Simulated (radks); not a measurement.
Spherical quantum dot in the effective-mass picture: electrons in a hard-walled sphere of radius 3.02, all in effective atomic units (hartree* = m*/eps^2 hartree, bohr* = eps/m* bohr), one dielectric constant everywhere. Method: non-relativistic Kohn-Sham, exchange-only LDA, spin-polarised, spherical densities; computed with a radial shooting solver with Libxc functionals. Levels are named by radial order and angular momentum (1s, 1p, 1d, 2s, ...), and open shells are averaged over m.

N = 25, configuration 1s2 1p6 1d10 1f(up 7, down 0). This is the lowest configuration that the search found. Occupied and some empty levels:

level,occupation,eigenvalue (hartree*),<r> (bohr*)
1s up,1,11.187,2.003
1s down,1,11.300,1.982
1p up,3,11.486,2.094
1p down,3,11.608,2.084
1d up,5,11.992,2.168
1d down,5,12.119,2.163
1f up,7,12.678,2.229
1f down,0,12.809,2.226
2s up,0,13.062,1.354
2s down,0,13.107,1.357
1g up,0,13.529,2.279
1g down,0,13.663,2.278
2p up,0,14.032,1.579
2p down,0,14.093,1.576
2d up,0,15.173,1.723
2d down,0,15.247,1.719

Energy (hartree*): total 171.408, kinetic 50.132, external 0, Hartree 133.86, exchange-correlation -12.582.
